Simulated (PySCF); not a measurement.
# Shapes and spin states of IrS(OH)2

Method: PySCF, PBE0, basis Ir def2-SVP with ECP60, S def2-SVP, O def2-SVP, H def2-SVP (scalar-relativistic core potentials, no spin–orbit coupling, density fitting).

Relaxations began from a few typed shapes and spin states; open shells are unrestricted. The search is not exhaustive: other isomers or separated fragments can lie lower, and high-lying points may rest on an excited occupation.

**Question.** Which is the lowest minimum found?
A. sextet Cs: Ir–O 1.927 Å (×2), Ir–S 2.289 Å, O–H 0.966 Å (×2); H–O–Ir 116.1°, H–O–Ir 116.6°, O–Ir–O 160.3°, O–Ir–S 99.6°, O–Ir–S 100.1°
B. quartet C2v: Ir–O 1.890 Å (×2), Ir–S 2.095 Å, O–H 0.965 Å (×2); H–O–Ir 122.9° (×2), O–Ir–O 154.9°, O–Ir–S 102.5° (×2)
C. quartet Cs: Ir–O 1.896 Å, Ir–O 1.901 Å, Ir–S 2.098 Å, O–H 0.967 Å, O–H 0.971 Å; H–O–Ir 114.7°, H–O–Ir 116.0°, O–Ir–O 97.4°, O–Ir–S 129.5°, O–Ir–S 133.2°
D. sextet C2: Ir–O 1.889 Å (×2), Ir–S 2.414 Å, O–H 0.966 Å (×2); H–O–Ir 124.1° (×2), O–Ir–O 175.2°, O–Ir–S 92.4° (×2)
E. doublet C2: Ir–O 1.857 Å (×2), Ir–S 2.064 Å, O–H 0.972 Å (×2); H–O–Ir 110.1° (×2), O–Ir–O 124.4°, O–Ir–S 117.8° (×2)

**Answer.** E. The others lie at 39.3 (quartet C2v), 103.8 (quartet Cs), 252.8 (sextet C2), 255.3 (sextet Cs) kJ/mol above it.

For the lowest minimum: with open d or f shells other occupations or spin states may lie lower. No spin–orbit coupling is included, which matters more the heavier the element.
